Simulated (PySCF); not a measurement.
# Bond curve of SbBr

Set-up: Sb cc-pVTZ-PP with ECP28, Br cc-pVTZ-PP with ECP10; scalar-relativistic core potentials (PySCF 2.14). Energies in eV from Sb + Br in their ground configurations at the same level. State: ³Σ⁻ (triplet), unpaired electrons π ↑↑.

All columns are PBE0. A positive dipole means Sb(−)Br(+).

```tsv
R (Å)	E (eV)	μ (D)	Mulliken charge on Sb (basis-dependent)	HOMO (eV)	LUMO (eV)	Mayer bond order	⟨S²⟩
2.151	-1.655	-0.05	0.03	-5.73	-2.48	1.37	2.01
2.251	-2.311	-0.58	0.11	-5.91	-2.64	1.30	2.00
2.351	-2.657	-1.10	0.17	-6.09	-2.78	1.23	2.00
2.426	-2.773	-1.49	0.21	-6.22	-2.89	1.18	2.01
2.501	-2.801	-1.87	0.24	-6.35	-2.99	1.14	2.01
2.576	-2.762	-2.25	0.27	-6.47	-3.08	1.10	2.01
2.676	-2.639	-2.73	0.30	-6.62	-3.21	1.06	2.01
2.801	-2.410	-3.31	0.33	-6.79	-3.34	1.01	2.01
2.951	-2.080	-3.95	0.35	-6.96	-3.59	0.97	2.02
3.151	-1.620	-4.65	0.36	-7.11	-4.12	0.90	2.05
```

A fit through these points gives, at Re = 2.491 Å, μ = -1.82 D and dμ/dR = -5.08 D/Å; the reduced mass is 47.75 u.

**Question.** How strong is the fundamental in the double-harmonic approximation, I = 42.26·(dμ/dR)²/μred km/mol?

**Answer.** I = 42.26·(-5.08)²/47.75 = 22.8 km/mol at PBE0.

These are scalar-relativistic numbers at best; spin–orbit coupling would shift them, the dissociation energy most. The state is the lowest determinant that a PBE0 search found; another state may lie lower at other levels.
